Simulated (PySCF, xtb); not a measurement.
Y(OH)2 (H2O2Y), SMILES [OH][Y][OH] (connectivity only; charge and spin as stated), neutral, multiplicity 2. The values are those of a single conformer.

Harmonic wavenumbers (cm⁻¹) from GFN2-xTB run with xtb 6.7.1 at its own minimum, in rising order: 98, 220, 228, 316, 365, 630, 631, 3530, 3538.

### Question
What does PBE-D3(BJ)/def2-TZVP (PySCF) give at its own minimum? (Estimate from the structure and the level; the computed values follow.)

### Answer
116, 293, 348, 355, 361, 613, 630, 3831, 3831. Paired by order, the mean absolute difference is 96 cm⁻¹ and the zero-point energies are 13.7 and 14.8 kcal/mol.
